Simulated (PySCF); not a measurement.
CHO, SMILES [C][OH+] (connectivity only; charge and spin as stated), charge +1, multiplicity 1.

The structure is a stationary point at PBE0-D3(BJ)/def2-TZVPD.

Two levels are set side by side: TDDFT-PBE/def2-TZVPD (PySCF) and EOM-CCSD/aug-cc-pVDZ (PySCF). Vertical, same geometry; the bases differ. Differences are taken from unrounded values.

| quantity | TDDFT-PBE |
|---|---|
| lowest singlet excitation (eV) | 8.21 |
| lowest triplet excitation (TDA for PBE) (eV) | 4.94 |

Question: These are the TDDFT-PBE values. What does EOM-CCSD give? (The exact figures need the calculation; the answer reports its results.)

Answer: 
```tsv
quantity	EOM-CCSD	TDDFT-PBE minus EOM-CCSD
lowest singlet excitation (eV)	8.75	-0.55
lowest triplet excitation (TDA for PBE) (eV)	5.39	-0.45
```

Functionals without exact exchange tend to place singlet excitations lower, as here. Differences between two approximate levels are no errors against the true value.

Rough cost on one machine, each run with all the roots and properties that it gave: EOM-CCSD against TDDFT-PBE about 3 times.
